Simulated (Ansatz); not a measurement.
Ag₂F₂⁻, relaxed as a doublet with UKS PBE-D4/def2-TZVPD in Ansatz, starting from the GFN1-xTB geometry. Force threshold 0.02 eV/Å.

In the def2 sets Ag takes a core potential; there is no spin–orbit coupling. The relaxation made no stability test and no search for a lower SCF solution. No other spin state of charge -1 was run. Another isomer (doublet) lies 0.14 eV lower at PBE0-D4/def2-TZVPD; other spin states weren't run for this one.

Start:

```tsv
atom	x (Å)	y (Å)	z (Å)
Ag1	0.771	-0.661	-1.188
Ag2	-0.814	0.696	1.138
F3	1.197	1.390	0.006
F4	-1.154	-1.425	0.044
```

Question: Estimate the energy that the relaxation releases and the steps that it takes.

Answer: 88.7 kJ/mol, in 21 steps; 35 s on 4 threads of Arm Neoverse V2 on a shared host. The force fell under the threshold at step 4, but the optimiser went on and released 0.787 eV more. No frequencies were taken in this run, so the end may be a saddle point.

Question: Does the start keep its bonding and symmetry?

Answer: By distances, no bond broke or formed. The bond that changes most is Ag2–F3, from 2.41 to 2.02 Å (atoms count from 1). Point group C2v at the start, Cs at the end, both within 0.05 Å.

Question: Predict the relaxed structure.

Answer: 
```csv
atom,x (Å),y (Å),z (Å)
Ag1,1.0272,-1.0110,-1.5511
Ag2,-0.3059,0.3102,0.4690
F3,0.8941,1.9270,0.5716
F4,-1.6154,-1.2262,0.5105
```
Bond lengths (bridged metal pairs left out): 2 × Ag–F 2.02 Å; 1 × Ag–Ag 2.76 Å.
